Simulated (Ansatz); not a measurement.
Frontier orbitals of CH₈B₂N₂ (`BNB(C)N`).

```csv
atom,x (Å),y (Å),z (Å)
B1,0.171,0.624,-2.103
N2,0.307,0.753,-0.719
B3,-0.065,-0.183,0.339
C4,0.197,0.223,1.838
N5,-0.642,-1.413,0.008
H6,0.536,1.507,-2.825
H7,-0.311,-0.373,-2.567
H8,0.719,1.614,-0.390
H9,-0.319,1.156,2.086
H10,-0.124,-0.532,2.559
H11,1.263,0.408,2.009
H12,-0.912,-2.083,0.704
H13,-0.821,-1.700,-0.939
```

Total charge 0; spin multiplicity 1. Geometry: relaxed with PBE0-D4/def2-TZVP. It is one conformer, not always the lowest. Basis def2-TZVPP, the Gaussian-basis code of Ansatz.

| functional | HOMO (eV) | LUMO (eV) |
| --- | --- | --- |
| revPBE | -6.28 | -1.19 |

Q: Give HOMO and LUMO (eV) with LDA (SPW92), PBE, BLYP, r2SCAN, B97M-V, PBE0, B3LYP, r2SCANh, r2SCAN0, HSE06 (plane-wave form), BHLYP, CAM-B3LYP, LC-ωPBE, ωB97X-V, ωB97M-V, HF. (Estimate.)

A: The calculation gave: 
| functional | HOMO | LUMO |
| --- | --- | --- |
| LDA (SPW92) | -6.54 | -1.56 |
| PBE | -6.36 | -1.30 |
| BLYP | -6.21 | -1.15 |
| r2SCAN | -6.59 | -0.92 |
| B97M-V | -6.66 | -0.99 |
| PBE0 | -7.67 | -0.33 |
| B3LYP | -7.43 | -0.55 |
| r2SCANh | -7.09 | -0.58 |
| r2SCAN0 | -7.85 | -0.09 |
| HSE06 (plane-wave form) | -7.26 | -0.71 |
| BHLYP | -8.89 | 0.67 |
| CAM-B3LYP | -9.08 | 0.74 |
| LC-ωPBE | -10.49 | 1.91 |
| ωB97X-V | -10.10 | 1.81 |
| ωB97M-V | -10.03 | 1.55 |
| HF | -10.88 | 2.96 |

B3LYP here is the variant with VWN-RPA as its local correlation; programs differ in this. LC-ωPBE has ω = 0.4 bohr⁻¹. Positive LUMOs are unbound and depend on the basis.
